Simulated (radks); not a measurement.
Q: These are the eigenvalues of the occupied orbitals of an atom or ion with whole-number occupations (hartree). All-electron calculation, non-relativistic Kohn-Sham, r2SCAN, spin-polarised, spherical densities, point nucleus; meta-GGA in the generalised Kohn-Sham scheme. Program: a radial shooting solver on a logarithmic mesh with Libxc functionals.

1s down: -748.2801
1s up: -748.2792
2s up: -105.3499
2s down: -105.3142
2p up: -97.15981
2p down: -97.13476
3s up: -18.47251
3s down: -18.46369
3p up: -15.27158
3p down: -15.25820
3d up: -9.42881
3d down: -9.40141
4s up: -2.68638
4s down: -2.52979
4p up: -1.75235
4p down: -1.58413
4d up: -0.33083
5s up: -0.20136
5s down: -0.15394

Which element is it, and in what charge state? The configuration may be excited. Open shells, if any, are filled with parallel spins first.

A: Z = 43, technetium, charge 0: Tc in [Kr] 4d5 5s2. The list shows which subshells hold electrons but not how many an open one holds; the 1s level, -748.28 hartree, gives Z - s = 38.7 by -(Z - s)^2/2, which with screening narrows Z to a few neighbours, and the depths of the outer levels then fix element, charge and occupations together.
